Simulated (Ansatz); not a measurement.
Be2F5⁻, relaxed as a singlet with RKS PBE-D4/def2-SVPD in Ansatz, starting from the GFN1-xTB geometry. Force threshold 0.02 eV/Å.

The structure comes from a short search, and lower isomers may exist.

Start:

```xyz
7

Be   -1.272    0.229    0.831
Be    1.269   -0.233   -0.836
F    -2.399    0.879    0.192
F    -1.234   -0.206    2.214
F    -0.017   -0.016   -0.022
F     2.381    0.660   -0.575
F     1.271   -1.312   -1.805
```

```csv
step,energy (eV),largest force component (eV/Å),SCF passes
1,-14376.7146,0.479,15
2,-14376.7457,0.254,18
3 (rejected),-14376.7385,0.434,18
4,-14376.7639,0.126,18
5,-14376.7678,0.014,17
6,-14376.7680,0.122,17
7,-14376.7718,0.067,18
8,-14376.7743,0.007,17
9 (rejected),-14376.7671,0.180,22
10,-14376.7744,0.085,17
11,-14376.7756,0.037,19
12,-14376.7758,0.001,13
```

Force components are those of the run's own axes.

End:

```
atom    x (Å)    y (Å)    z (Å)
 Be1  -1.2621   0.2749   0.7873
 Be2   1.2318  -0.2913  -0.8297
  F3  -2.3899   1.1120   0.3616
  F4  -0.9610  -0.2668   2.1158
  F5  -0.2667  -0.1388  -0.3641
  F6   2.1499   0.7585  -0.3786
  F7   1.4980  -1.4484  -1.6921
```

By distances, no bond broke or formed. The bond that changes most is Be1–F5, from 1.54 to 1.58 Å (atoms count from 1).

The force fell under the threshold at step 5, but the optimiser went on and released 0.008 eV more. No frequencies were taken in this run, so the end may be a saddle point.

Hardware: 4 threads of Arm Neoverse V2 on a shared host. Wall time 8.5 s.
